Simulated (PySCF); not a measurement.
Species: C4H11NSSi.
Atom-mapped SMILES: `[SH:1][SiH2:2][N:3]1[CH2:4][CH2:5][CH2:6][CH2:7]1` (hydrogens: H8 on S1; H9, H10 on Si2; H11, H12 on C4; H13, H14 on C5; H15, H16 on C6; H17, H18 on C7)

Cartesian coordinates in Å at the GFN2-xTB level; atoms count from 1:
```
atom  x, y, z in Å
S1     1.612    1.465    2.753
Si2    1.110    1.587    0.668
N3     0.687    0.005    0.169
C4    -0.186   -0.880    0.916
C5    -1.531   -0.844    0.171
C6    -1.158   -0.402   -1.256
C7     0.371   -0.270   -1.215
H8     2.419    0.422    2.650
H9     0.109    2.654    0.652
H10    2.299    1.935   -0.103
H11    0.236   -1.892    0.880
H12   -0.265   -0.571    1.957
H13   -2.016   -1.818    0.186
H14   -2.201   -0.122    0.636
H15   -1.477   -1.120   -2.009
H16   -1.608    0.562   -1.492
H17    0.749    0.514   -1.868
H18    0.839   -1.220   -1.498
```

The calculation used PySCF 2.14.0, density-fitted response routines, TDDFT CAM-B3LYP/def2-SVPD, vertical, gas phase, core orbitals frozen in the response.

Ground-to-excited transition dipoles (e·a0, same axes as the geometry; the sign carries no meaning), for the states with f of 0.002 or more among the lowest 7:

| state | E (eV) | μx | μy | μz |
| --- | --- | --- | --- | --- |
| S1 | 6.034 | 0.124 | 0.189 | 0.095 |
| S2 | 6.171 | 0.237 | 0.338 | 0.120 |
| S3 | 6.292 | 0.089 | -0.063 | -0.198 |
| S4 | 6.599 | -0.263 | -0.098 | 0.220 |
| S5 | 6.829 | 0.055 | -0.444 | -0.074 |
| S6 | 7.189 | -0.099 | -0.119 | -0.164 |
| S7 | 7.210 | -0.190 | 0.065 | -0.238 |

Problem. What oscillator strength does each state have?

Solution. f = (2/3) ΔE |μ|² with ΔE in hartree (27.2114 eV).

| state | \|μ\|² (au) | \|μ\| (D) | f |
| --- | --- | --- | --- |
| S1 | 0.060 | 0.62 | 0.009 |
| S2 | 0.185 | 1.09 | 0.028 |
| S3 | 0.051 | 0.57 | 0.008 |
| S4 | 0.127 | 0.91 | 0.021 |
| S5 | 0.206 | 1.15 | 0.034 |
| S6 | 0.051 | 0.57 | 0.009 |
| S7 | 0.097 | 0.79 | 0.017 |

Problem. Which bond between heavy atoms lies closest to the direction of the S5 transition dipole?

Solution. Si2–N3, at 23° from it; next N3–C4 at 64°.

Problem. What angle do the transition dipoles of S4 and S5 make?

Solution. |cos θ| = |μa·μb| / (|μa| |μb|) = 0.08, so θ ≈ 85° (taken between 0 and 90°, since the signs are arbitrary).

Problem. How is the summed strength of these states shared among x, y and z?

Solution. (2/3) Σ ΔE μα² gives 0.032 for x, 0.061 for y and 0.033 for z, 0.126 in all.

The run took 1.9 min wall (with the writing of density and orbital grids) on Arm Neoverse N1, one thread, shared host, and the process peaked at 1.1 GiB of memory.

One conformer stands for the species.

Without π bonds the low states may be Rydberg-like; a valence basis with one diffuse set may place them up to an eV too high.
